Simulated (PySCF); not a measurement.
Correlation energy of O⁺ (oxygen, charge +1)

[He] 2s2 2p3, high-spin 4S determinant. Computed with PySCF 2.14 in x2c-SVPall (3s2p1d, 14 functions), with the spin-free X2C one-electron Hamiltonian (Gaussian nucleus). Frozen: 1s2; 5 electrons correlated.

MP2 pair energies summed by pair of shells (mhartree):

| pair | energy | share (%) |
| --- | --- | --- |
| 2s-2p | -45.34 | 65.7 |
| 2p-2p | -16.54 | 24.0 |
| 2s-2s | -7.11 | 10.3 |

Total MP2 correlation energy: -68.98 mhartree.

Same-spin part -19.32 and opposite-spin part -49.66 mhartree; SCS-MP2 scales them by 1/3 and 6/5 to -66.03 mhartree.

```csv
level,correlation energy (mhartree)
CCSD,-83.93
(T),-0.57
CCSD(T),-84.50
```

Diagnostics: T1 = 0.0038, D1 = 0.0069, largest double amplitude 0.035.

Cost of the coupled-cluster step: 0.06 s of wall time on 1 thread of Neoverse-V2 (shared host), for 5 correlated electrons.
